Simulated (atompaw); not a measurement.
# What one change does to a pseudopotential (Tc (Z = 43), PAW (atompaw))

- Element: Tc
- Generator: atompaw 4.2.0.5
- Type: PAW
- Functional: PBE
- Relativity: scalar-relativistic
- Frozen core: [Ar] 3d10
- Valence charge: 15
- Reference configuration: 4s2 4p6 4d5 5s1.75 5p0.25
- Partial waves: 4s (bound): rc 1.15 bohr; 5s (bound): rc 2.45 bohr; 4p (bound): rc 2.05 bohr; 5p (bound): rc 2.05 bohr; 4d (bound): rc 2.45 bohr; 4d channel at 1.65 Ry: rc 2.45 bohr
- Local potential: bessel scheme, radius 1.70 bohr
- Core correction: smooth core density matched at 2.00 bohr
- Augmentation charge: besselshape compensation charge, radius 2.05 bohr; PAW radius 2.45 bohr; waves and projectors: custom rrkj gramschmidtortho

Change: wave 4d channel at 1.65 Ry: rc 2.45 bohr becomes 4d channel at 0.86 Ry: rc 2.45 bohr.

Cutoffs: the cutoffs (Ry, on a coarse ladder) from which the occupation-weighted sum of valence levels, in a spherical-Bessel basis at the reference potential, stays within 10 and 1 mRy of its value at 400 Ry; they do not see the model core or the augmentation charge, which bear on the density cutoff.

Problem. What does the change do?

Solution. The potential gets neither clearly harder nor softer (30 Ry and 60 Ry → 30 Ry and 60 Ry); the p channel sets the loose cutoff, while the largest relative change is in d, which becomes softer; neither file shows a bound ghost.

```csv
quantity,base,changed
"cutoff, loose",30 Ry,30 Ry
"cutoff, tight",60 Ry,60 Ry
loose cutoff by channel (10 mRy a level),"s 15 Ry, p 25 Ry, d 15 Ry","s 15 Ry, p 25 Ry, d 12 Ry"
bound ghosts,none,none
s: phases at 2.45 bohr within 0.05 rad from the reference energy up to (Ry; the scan ends near 5),4.3,4.3
p: phases at 2.45 bohr within 0.05 rad from the reference energy up to (Ry; the scan ends near 5),to the end of the scan,to the end of the scan
d: phases at 2.45 bohr within 0.05 rad from the reference energy up to (Ry; the scan ends near 5),2.6,2.5
lowest overlap eigenvalue by channel,"s 0.42, p 0.09, d 0.88","s 0.42, p 0.09, d 0.19"
```

 The cutoffs see the waves, projectors and local potential, not the compensation charge or the core.
